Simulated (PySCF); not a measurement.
## I²⁺ (iodine, charge +2): UHF calculation

Configuration: [Kr] 4d10 5s2 5p3, high-spin 4S determinant. Computed with PySCF 2.14 in def2-SVP with the def2 core potential (28 electrons), with scalar relativity through the core potential.

```json
{
 "Total energy": "-295.648893 hartree",
 "One-electron energy": "-499.4852 hartree",
 "Hartree (Coulomb) energy": "224.5368 hartree",
 "Exchange energy": "-20.7005 hartree",
 "⟨S²⟩": "3.7511",
 "⟨L²⟩": "0.000",
 "Sum of ⟨r⟩": "26.03 bohr",
 "Sum of ⟨r²⟩": "40.18 bohr²",
 "Time after the integrals": "0.04 s of wall time on 1 thread of Neoverse-V2 (shared host)"
}
```

```tsv
shell	electrons	mean orbital energy (eV)	rms radius, mean of both spins (bohr)
4s α	1	-231.65	0.792
4s β	1	-230.82	0.792
4p α	3	-173.05	0.849
4p β	3	-172.22	0.849
4d α	5	-82.985	0.982
4d β	5	-82.331	0.982
5s α	1	-45.332	2.03
5s β	1	-37.255	2.03
5p α	3	-30.298	2.36
```

Energies and moments cover only the electrons outside the core potential.
